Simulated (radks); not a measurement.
Problem. These are the eigenvalues of the occupied orbitals of an atom or ion with whole-number occupations (eV). All-electron calculation, Dirac Kohn-Sham, LDA (Slater exchange, Perdew-Zunger correlation), spin-unpolarised, spherical densities, finite nucleus; Fermi nuclear charge, rms radius of each element as measured or else 0.836 A^(1/3) + 0.57 fm. Program: a radial shooting solver on a logarithmic mesh with Libxc functionals.

1s1/2: -10240.14
2s1/2: -1288.496
2p1/2: -1145.716
2p3/2: -1118.070
3s1/2: -174.2664
3p1/2: -127.8047
3p3/2: -124.0856
3d3/2: -45.3556
3d5/2: -44.8531
4s1/2: -25.4811
4f5/2: -2.4904

Which element is it, and in what charge state? The configuration may be excited. Open shells, if any, fill j = l - 1/2 first.

Solution. Z = 31, gallium, charge +1: Ga+ in [Ne] 3s2 3p5 3d10 4s2 4f1. The list shows which subshells hold electrons but not how many an open one holds; the 1s level, -376.32 hartree, gives Z - s = 27.4 by -(Z - s)^2/2, which with screening and relativity narrows Z to a few neighbours, and the depths of the outer levels then fix element, charge and occupations together.
